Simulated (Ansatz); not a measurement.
Compare A (`C#CN(C)[SiH2]F`) with its isomer B (`CC[Si]1(F)C=N1`).

Program: Ansatz. Geometries: PBE0-D4/def2-TZVP. ΔE: electronic, gas phase. CCSD(T)/CBS adds triple-zeta CCSD(T) − MP2 to the extrapolated MP2 energy (def2 sets, frozen cores). DFT in def2-TZVPP. B3LYP here is the variant with VWN-RPA as its local correlation; programs differ in this. Each species was taken in one conformer, which may not be the lowest.

A:

```xyz
12

C     0.424    0.692   -2.403
C     0.259    0.400   -1.248
N     0.083    0.085    0.042
C    -0.257    1.186    0.941
Si    0.041   -1.567    0.532
F    -1.428   -2.189    0.444
H     0.570    0.942   -3.426
H     0.504    1.966    0.884
H    -1.228    1.618    0.685
H    -0.299    0.813    1.965
H     0.907   -2.341   -0.375
H     0.423   -1.604    1.960
```

B:

```xyz
12

C     1.083   -0.182   -1.145
C    -0.364    0.277   -0.999
Si   -0.994    0.159    0.734
F    -2.515    0.630    0.779
C    -0.065   -0.008    2.217
N    -0.522   -1.147    1.811
H     1.208   -1.216   -0.818
H     1.409   -0.118   -2.185
H     1.759    0.434   -0.546
H    -1.032   -0.324   -1.627
H    -0.489    1.311   -1.339
H     0.521    0.184    3.118
```

Q: Which isomer does CCSD(T)/CBS put lower? Give the gap. (Best estimate.)

A: The calculation gave: B, by 11.0 kcal/mol.

Q: Give E(B) − E(A) in kcal/mol with B3LYP-D4, PBE-D4, CCSD(T)/def2-TZVPP, MP2/def2-TZVPP, CCSD/def2-TZVPP, HF/def2-TZVPP, B3LYP. (Best estimate.)

A: Computed: B3LYP-D4 -8.6, PBE-D4 -14.5, CCSD(T)/def2-TZVPP -11.1, MP2/def2-TZVPP -9.9, CCSD/def2-TZVPP -10.3, HF/def2-TZVPP -4.5, B3LYP -8.5. None reverses the order clearly.

Largest T1 diagnostic: 0.012.

In def2-TZVPP, CCSD(T) changes the Hartree–Fock value by −6.7 kcal/mol (the triples alone add −0.9 kcal/mol) and MP2 by −5.4 kcal/mol.
